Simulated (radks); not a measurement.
Results of a calculation; reference values are marked as such.
Charge is removed step by step from the 4s level of Sr, starting from [Kr] 5s2. Level of theory: scalar-relativistic Kohn-Sham, BLYP, spin-unpolarised, spherical densities, finite nucleus; Fermi nuclear charge, rms radius 4.224 fm (a radial shooting solver on a logarithmic mesh with Libxc functionals).

| removed (e) | E - E(0) (eV) | eigenvalue (eV) | E minus straight line (eV) |
|---|---|---|---|
| 0 | 0.000 | -40.634 | 0.000 |
| 0.25 | 10.527 | -43.620 | -1.168 |
| 0.5 | 21.816 | -46.723 | -1.575 |
| 0.75 | 33.893 | -49.926 | -1.194 |
| 1 | 46.781 | -53.218 | 0.000 |

Removing the whole electron costs 46.781 eV by Delta-SCF, against 40.634 eV from minus the eigenvalue at the starting occupation. Slater's transition state (half an electron removed) gives 46.723 eV. Integrating minus the eigenvalue over the occupation (Janak's theorem) gives 46.790 eV. In this scalar-relativistic scheme the density is built from large components alone, so the theorem holds only approximately. The mean slope of the eigenvalue, de/dn, is 12.6 eV per electron.
